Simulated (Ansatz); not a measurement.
C2H6AlF can be A, `[CH3][AlH][CH2]F`, or B, `C[CH](F)[AlH2]`.

Program: Ansatz. Geometries: PBE0-D4/def2-TZVP. ΔE: electronic, gas phase. CCSD(T)/CBS is the MP2 limit (def2-TZVPP, def2-QZVPP) plus CCSD(T) − MP2 in def2-TZVPP, frozen cores. DFT in def2-TZVPP. B3LYP here is the variant with VWN-RPA as its local correlation; programs differ in this. One conformer a species, not always the lowest.

Task: Which is lower in electronic energy at CCSD(T)/CBS, and by how much? (An estimate is asked.)

Result: The calculation gave: A, by 9.2 kcal/mol.

Task: Give E(B) − E(A) in kcal/mol with B2PLYP, BLYP-D4, CCSD(T)/def2-TZVPP, B3LYP, PBE0-D4, MP2/def2-TZVPP, CCSD/def2-TZVPP. (Best estimate.)

Result: Ansatz gave: B2PLYP 9.5, BLYP-D4 9.1, CCSD(T)/def2-TZVPP 8.9, B3LYP 9.7, PBE0-D4 9.2, MP2/def2-TZVPP 9.4, CCSD/def2-TZVPP 8.8. None reverses the order clearly.

Task: Does the order hold for the free energy at 298.15 K (harmonic terms from PBE0-D4)? (Estimate.)

Result: Ansatz gave: Yes: G(B) − G(A) = +9.5 kcal/mol, for one conformer each. Modes under 60 cm⁻¹, often nearly free rotors, make the harmonic entropy too high.

Largest T1 diagnostic: 0.011.

In def2-TZVPP, CCSD(T) changes the Hartree–Fock value by +1.0 kcal/mol (the triples alone add +0.0 kcal/mol) and MP2 by +1.5 kcal/mol. At CCSD(T), def2-SVP lies −3.7 kcal/mol from the extrapolated value and def2-TZVPP −0.3 kcal/mol.
